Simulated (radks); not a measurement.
Trend from K2+ to Kr2+: ionisation energy by Delta-SCF between NIST ground configurations, and size. All-electron calculation, Dirac Kohn-Sham, PBE, spin-unpolarised, spherical densities, point nucleus; open shells are shared between the two j in proportion to 2j + 1. Program: a radial shooting solver on a logarithmic mesh with Libxc functionals.

| species | configuration | IE (eV) | NIST (eV) | kind | outermost | <r> outermost (bohr) | r at 0.001 e/bohr^3 (bohr) |
|---|---|---|---|---|---|---|---|
| K2+ | [Ne] 3s2 3p5 | 46.897 | 45.803 | semi-emp. | 3p3/2 | 1.36 | 3.09 |
| Ca2+ | [Ar] | 51.260 | 50.913 | exp. | 3p3/2 | 1.26 | 2.99 |
| Sc2+ | [Ar] 3d1 | 24.869 | 24.757 | exp. | 3d5/2 | 1.57 | 3.11 |
| Ti2+ | [Ar] 3d2 | 26.947 | 27.492 | exp. | 3d5/2 | 1.43 | 3.16 |
| V2+ | [Ar] 3d3 | 28.897 | 29.311 | exp. | 3d5/2 | 1.32 | 3.16 |
| Cr2+ | [Ar] 3d4 | 30.748 | 30.96 | exp. | 3d5/2 | 1.23 | 3.14 |
| Mn2+ | [Ar] 3d5 | 32.519 | 33.67 | exp. | 3d5/2 | 1.15 | 3.10 |
| Fe2+ | [Ar] 3d6 | 34.222 | 30.65 | exp. | 3d5/2 | 1.08 | 3.06 |
| Co2+ | [Ar] 3d7 | 35.869 | 33.5 | semi-emp. | 3d5/2 | 1.02 | 3.02 |
| Ni2+ | [Ar] 3d8 | 37.466 | 35.19 | exp. | 3d5/2 | 0.971 | 2.97 |
| Cu2+ | [Ar] 3d9 | 39.019 | 36.84 | exp. | 3d5/2 | 0.925 | 2.93 |
| Zn2+ | [Ar] 3d10 | 40.534 | 39.723 | exp. | 3d5/2 | 0.883 | 2.89 |
| Ga2+ | [Ar] 3d10 4s1 | 31.272 | 30.726 | exp. | 4s1/2 | 2.08 | 3.30 |
| Ge2+ | [Ar] 3d10 4s2 | 34.791 | 34.058 | exp. | 4s1/2 | 1.94 | 3.41 |
| As2+ | [Ar] 3d10 4s2 4p1 | 27.708 | 28.35 | exp. | 4p3/2 | 2.16 | 3.57 |
| Se2+ | [Ar] 3d10 4s2 4p2 | 30.875 | 31.70 | exp. | 4p3/2 | 2.00 | 3.58 |
| Br2+ | [Ar] 3d10 4s2 4p3 | 33.990 | 34.87 | exp. | 4p3/2 | 1.86 | 3.54 |
| Kr2+ | [Ar] 3d10 4s2 4p4 | 37.084 | 35.84 | exp. | 4p3/2 | 1.75 | 3.48 |

Reference values: NIST Atomic Spectra Database (exp. = measured, semi-emp. = semi-empirical, theory = theoretical value adopted there). Spin polarisation and multiplet splitting are left out, so open shells lie too high by an amount that depends on their filling. Sharing an open shell by 2j + 1 raises it above the true ground level by a part of the spin-orbit splitting, which enters the differences from NIST.

Beside tabulated values, note that spin-unpolarised runs miss the spin-polarisation part of the exchange energy of open shells.
